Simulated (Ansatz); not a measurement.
Conformers of C$_{7}$H$_{16}$O, SMILES `CCCCC(O)CC`, each relaxed with PBE0-D4/def2-TZVP in Ansatz. CBS adds the triple-zeta coupled-cluster correction to the MP2 limit.

Not all of them had a frequency check.

Conformer A:

Cartesian coordinates in Å:
```
C 2.414 -0.589 -0.205
C 2.176 0.794 -0.791
C 0.780 1.027 -1.358
C -0.355 0.897 -0.342
C -1.017 -0.475 -0.302
O -1.596 -0.788 -1.560
C -2.048 -0.604 0.811
C -1.461 -0.589 2.212
H 3.453 -0.707 0.110
H 2.197 -1.372 -0.937
H 1.788 -0.772 0.672
H 2.378 1.549 -0.022
H 2.907 0.974 -1.587
H 0.591 0.335 -2.186
H 0.759 2.030 -1.794
H -1.145 1.625 -0.568
H 0.012 1.159 0.656
H -0.255 -1.248 -0.160
H -2.277 -0.133 -1.742
H -2.786 0.202 0.705
H -2.585 -1.543 0.646
H -0.704 -1.370 2.328
H -0.991 0.366 2.453
H -2.235 -0.769 2.962
```

Conformer B:

```xyz
24

C    -0.349   -0.890   -3.384
C    -0.519   -0.538   -1.917
C     0.586    0.372   -1.404
C     0.406    0.833    0.036
C     0.411   -0.287    1.059
O     1.624   -1.002    0.879
C     0.292    0.218    2.491
C    -1.031    0.893    2.807
H    -0.359    0.009   -4.009
H     0.604   -1.398   -3.557
H    -1.146   -1.549   -3.737
H    -1.491   -0.053   -1.764
H    -0.541   -1.459   -1.326
H     0.641    1.258   -2.048
H     1.548   -0.140   -1.499
H     1.209    1.531    0.298
H    -0.537    1.382    0.127
H    -0.442   -0.955    0.861
H     1.673   -1.684    1.554
H     0.424   -0.641    3.163
H     1.129    0.896    2.689
H    -1.103    1.135    3.870
H    -1.154    1.825    2.252
H    -1.876    0.244    2.558
```

Question: Which is lowest in electronic energy at CCSD(T)/CBS (frozen core, def2 sets), and by how much? (Estimate.)

Answer: Ansatz gave: B; A lies 9.3 kJ/mol higher.

Question: Give the energies relative to B (kJ/mol) with ωB97X-V/def2-TZVPP, PBE/def2-TZVPP, B3LYP/def2-TZVPP, SCS-MP2/def2-TZVPP, CCSD(T)/def2-TZVPP, HF/def2-QZVPP, SCS-MP2/def2-QZVPP. (An estimate is asked.)

Answer: Computed: 
```json
{"level": "ωB97X-V/def2-TZVPP", "A": "8.3"}
{"level": "PBE/def2-TZVPP", "A": "9.0"}
{"level": "B3LYP/def2-TZVPP", "A": "10.8"}
{"level": "SCS-MP2/def2-TZVPP", "A": "9.8"}
{"level": "CCSD(T)/def2-TZVPP", "A": "8.7"}
{"level": "HF/def2-QZVPP", "A": "13.6"}
{"level": "SCS-MP2/def2-QZVPP", "A": "10.2"}
```

B3LYP here is the variant with VWN-RPA as its local correlation; programs differ in this.
